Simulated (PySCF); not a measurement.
Constitutional and geometric isomers with formula H9ClSi4. All species are isolated molecules in the gas phase. One relaxed conformer stands for each flexible species; it need not be the lowest. Strings in code marks are SMILES.

Quantity: electronic energy of isomers of H9ClSi4 relative to `[SiH3][SiH]([SiH3])[SiH2]Cl` (Si–Si–Si–Cl torsion 171°), in kcal/mol.

Level 1: B3LYP-D3(BJ)/def2-TZVP (PySCF)
Level 2: PBE-D3(BJ)/def2-TZVP // B3LYP-D3(BJ)/def2-TZVP (PySCF)
Level 3: B3LYP/6-311+G** // B3LYP-D3(BJ)/def2-TZVP (PySCF)
Level 4: BP86/6-31G* // B3LYP-D3(BJ)/def2-TZVP (PySCF)

| species | level 2 | level 3 | level 4 |
|---|---|---|---|
| `[SiH3][SiH2][Si@@H]([SiH3])Cl` (Si–Si–Si–Cl torsion 52°) | 1.66 | 1.01 | 1.29 |
| `[SiH3][Si]([SiH3])([SiH3])Cl` | 1.10 | 0.94 | 1.19 |

Question: What does level 1 give for each?

Answer: 
- `[SiH3][SiH2][Si@@H]([SiH3])Cl` (Si–Si–Si–Cl torsion 52°): 1.57
- `[SiH3][Si]([SiH3])([SiH3])Cl`: 0.77
